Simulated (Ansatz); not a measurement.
The cluster NbO₃⁻. The state is a singlet with charge -1. Geometry r2SCAN-D4/def2-TZVPD; atoms count from 1.

```xyz
4

Nb   -1.205    0.049   -0.147
O     0.464   -0.335   -0.718
O     1.786   -0.395   -0.574
O    -1.045    0.682    1.438
```

In the def2 sets Nb takes a core potential; there is no spin–orbit coupling. The structure holds one bond between oxygen atoms, so isomers without such links may lie far lower. The restricted singlet is unstable towards broken spin symmetry in Hartree–Fock (as tested in another run); at PBE0-D4/def2-TZVPD this wasn't settled. No other spin state of charge -1 was run. Another isomer (triplet) lies 1.77 eV lower at PBE0-D4/def2-TZVPD; other spin states weren't run for this one.

(1) Estimate the Mulliken populations from the PBE0/def2-TZVPD orbitals of Ansatz.

(2) And the Mayer bond orders between bonded heavy atoms (over 0.3)?

Results:

(1) 
```csv
atom,charge (e),d electrons
Nb1,0.40,2.83
O2,-0.20,–
O3,-0.55,–
O4,-0.65,–
```
Mulliken values and Mayer orders depend strongly on the basis. With diffuse functions, as here, like atoms can get unlike values, and bond orders can come out too low or too high.

(2) Nb1–O2 0.92 (1.81 Å); Nb1–O4 1.73 (1.71 Å); O2–O3 0.81 (1.33 Å). Values over 0.3 also appear between atoms too far apart for a bond (Nb1–O3 0.39 at 3.05 Å); they arise where an orbital or an unpaired electron spreads over both atoms.
